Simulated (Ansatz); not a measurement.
Species: BeCl, charge 0, doublet. BeCl (SMILES [Be][Cl], doublet).
B3LYP-D3(BJ)/def2-TZVP minimum from Ansatz (an electronic-structure program):
```
Be
Cl 1 1.8163
```
Charge 0, spin multiplicity 2.

Quantity: atomisation energy (electronic, to ground-state atoms), in kJ/mol. Radicals and triplets start from unrestricted determinants; spin-orbit coupling is neglected. Cores are frozen in correlated methods. No relativity. CBS(X,Y): correlation extrapolated as X^-3, Hartree-Fock from the larger set. A bracket is a step between two methods taken in the basis named. Full CI freezes restricted core orbitals, also for open shells; the composite that ends in it estimates full CI at the basis-set limit. For partners of very few electrons the exact lower level stands in for a higher one. The restricted determinant of Be ([Be], singlet) is unstable towards broken spin symmetry in at least one set run. The spin of BeCl ([Be][Cl], doublet) was assumed, and the state is the lowest solution found for it.

CCSD(T)/CBS(def2-TZVPP,def2-QZVPP) + [CCSDT(Q) - CCSD(T)]/def2-QZVPP + [FCI - CCSDT(Q)]/def2-SVP (Ansatz) gives 386.2 kJ/mol.

Question: How far off this value is PBE/def2-TZVPD (Ansatz), in which direction, and how far these levels: r2SCAN/def2-TZVPD, B3LYP/def2-TZVPD, PBE0/def2-TZVPD, wB97M-V/def2-TZVPD, CCSD(T)/CBS(def2-TZVPP,def2-QZVPP)?

Answer: PBE gives 413.7 kJ/mol, 27.5 kJ/mol above it. Differences of the others: r2SCAN/def2-TZVPD (Ansatz) 41.2; B3LYP/def2-TZVPD (Ansatz) 5.2; PBE0/def2-TZVPD (Ansatz) 21.6; wB97M-V/def2-TZVPD (Ansatz) -4.9; CCSD(T)/CBS(def2-TZVPP,def2-QZVPP) (Ansatz) -0.5 kJ/mol.
